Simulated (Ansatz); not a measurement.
The cluster In₂O₄H₂⁺, relaxed as a doublet with UKS B3LYP-D4/def2-SVP in Ansatz, starting from the B3LYP-D4/def2-SVP geometry of the neutral singlet. Force threshold 0.02 eV/Å.

In the def2 sets In takes a core potential; there is no spin–orbit coupling. The structure comes from a short search, and lower isomers may exist.

Start:

```xyz
8

In   -1.471    0.050   -0.207
In    1.337   -0.340    0.550
O     0.341    0.721   -0.894
O    -3.372    0.329   -0.726
O    -0.472   -1.010    1.226
O     3.241   -0.596    1.066
H     3.812   -0.083    0.473
H    -3.416    0.929   -1.486
```

(1) Estimate the energy that the relaxation releases and the steps that it takes.

(2) Does the start keep its bonding and symmetry?

(3) Predict the relaxed structure.

Answers

(1) 13.6 kcal/mol, in 6 steps; 37 s on 4 threads of Intel Xeon on a shared host. No frequencies were taken in this run, so the end may be a saddle point.

(2) By distances, no bond broke or formed. The bond that changes most is In1–O4, from 1.99 to 1.95 Å (atoms count from 1). Point group C2v at the start, C2v at the end, both within 0.05 Å.

(3) 
```xyz
8

In   -1.6112    0.1306   -0.3170
In    1.5277   -0.3084    0.5332
O     0.3180    0.6762   -0.8248
O    -3.5122    0.3040   -0.7137
O    -0.3964   -0.8433    1.0281
O     3.3464   -0.6555    1.1443
H     4.0235   -0.1918    0.6205
H    -3.6957    0.8882   -1.4706
```
Bond lengths (bridged metal pairs left out): 6 × In–O 1.95 to 2.07 Å; 2 × H–O 0.97 Å.
